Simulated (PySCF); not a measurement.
Bonds (- single, = double, # triple, : aromatic): Si1-O2 1.681 Å, O2-C3 1.348 Å, C3=C4 1.336 Å, C4-Cl5 1.723 Å. Si1 carries H6, H7, H8; C3 carries H9; C4 carries H10. Stereochemistry as in [SiH3]O/C=C/Cl.

PySCF 2.14 calculation with KT2/pcSseg-2 with gauge-including orbitals and geometry: PBE0-D3(BJ)/def2-SVP; rapidly exchanging positions averaged, non-relativistic, gas phase, one computed conformer.

δ = σ(ref) − σ, references computed at the same level: ¹³C (182.28 ppm), ¹H (31.18 ppm), ²⁹Si (350.99 ppm) against TMS; ¹⁷O (324.36 ppm) against H2O; ³⁵Cl (942.53 ppm) vs HCl.

```csv
atoms,nucleus,count,δ (ppm)
H10,¹H,1,?
Si1,²⁹Si,1,-28.4
H9,¹H,1,?
O2,¹⁷O,1,93.3
H6/H7/H8,¹H,3,5.12
Cl5,³⁵Cl,1,135
C4,¹³C,1,110.5
C3,¹³C,1,146.3
```

Estimate the values marked ?.

Answers


- H9: 6.75 ppm, hydrogen on an alkene carbon bearing oxygen; attached to an sp2 carbon and in the plane of the double bond
- H10: 5.91 ppm, hydrogen on a β carbon of an enol-ether or enamine type C=C; a vinylic proton, deshielded by the sp2 carbon and the C=C anisotropy

Carbons that carry Cl, above all several Cl atoms, come out too deshielded, partly because spin–orbit coupling is missing. Shifts are as computed. Against solution values, carbons near 30 ppm lie about +3 ppm off and those near 130 ppm about -1 ppm. Of 1211 compounds with measured shifts, 218 miss one by over three times the rms of a fit or turn the order of signals round; such compounds aren't used in these exercises. Experimental scales use liquid or dissolved standards, which lie at an offset from isolated H2O (liquid H2O: subtract about 36 ppm).
